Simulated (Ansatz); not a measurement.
`CC(C)[NH][AlH2]`. Charge 0, multiplicity 1.

| atom | x (Å) | y (Å) | z (Å) |
| --- | --- | --- | --- |
| C1 | 0.791 | -1.424 | 0.473 |
| C2 | 0.165 | -0.262 | -0.287 |
| C3 | -0.972 | -0.742 | -1.178 |
| N4 | -0.275 | 0.787 | 0.617 |
| Al5 | 0.281 | 2.461 | 0.721 |
| H6 | 1.629 | -1.081 | 1.083 |
| H7 | 1.153 | -2.197 | -0.210 |
| H8 | 0.055 | -1.884 | 1.140 |
| H9 | 0.938 | 0.177 | -0.930 |
| H10 | -1.395 | 0.088 | -1.747 |
| H11 | -0.631 | -1.507 | -1.880 |
| H12 | -1.773 | -1.178 | -0.572 |
| H13 | -0.995 | 0.453 | 1.245 |
| H14 | 1.412 | 2.918 | -0.291 |
| H15 | -0.383 | 3.393 | 1.816 |

(1) List the harmonic frequencies (cm⁻¹, unscaled) at PBE0-D4/def2-TZVP in Ansatz. (Best estimate.)

(2) Is this a minimum?

(3) Give the ideal-gas thermochemistry at 298.15 K and 1 bar (rigid rotor, harmonic oscillator; point group Cs, symmetry number 1).

Answers

(1) Computed: 66, 166, 214, 233, 266, 343, 428, 442, 526, 574, 595, 729, 782, 883, 924, 945, 1030, 1146, 1153, 1201, 1313, 1347, 1388, 1405, 1428, 1472, 1476, 1491, 1495, 1929, 1936, 3027, 3035, 3041, 3106, 3114, 3129, 3131, 3570.

(2) Yes, all 39 modes are real.

(3) Zero-point energy 325.9 kJ/mol; H(298) − E = 348.6 kJ/mol; entropy 352.1 J/(mol·K), of which translation 164.6, rotation 112.5, vibration 75.0; G(298) − E = 243.6 kJ/mol. Modes under 100 cm⁻¹ are hindered rotations or soft bends, so the harmonic entropy is rough.
